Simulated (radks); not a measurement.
Task: K I, 19 electrons, occupied as [Ne] 3s2 3p5.75 4s1.25 (fractional occupations, a model configuration). All-electron calculation, Dirac Kohn-Sham, SOGGA, spin-unpolarised, spherical densities, point nucleus; open shells fill j = l - 1/2 first. Program: a radial shooting solver on a logarithmic mesh with Libxc functionals.

Spin-orbit splittings of the eigenvalues, e(l+1/2) - e(l-1/2), with zeta = 2 splitting/(2l+1) and mean radii in bohr:

shell  occ.  splitting (eV)  zeta (eV)  <r> j=l-1/2  <r> j=l+1/2
2p        6           2.887      1.925       0.3491       0.3516
3p     5.75               ?          ?        1.412        1.420
4p        0        0.008999   0.005999        6.579        6.606

Estimate the 3p splitting.

Result: 0.2734 eV (zeta = 0.1823 eV).
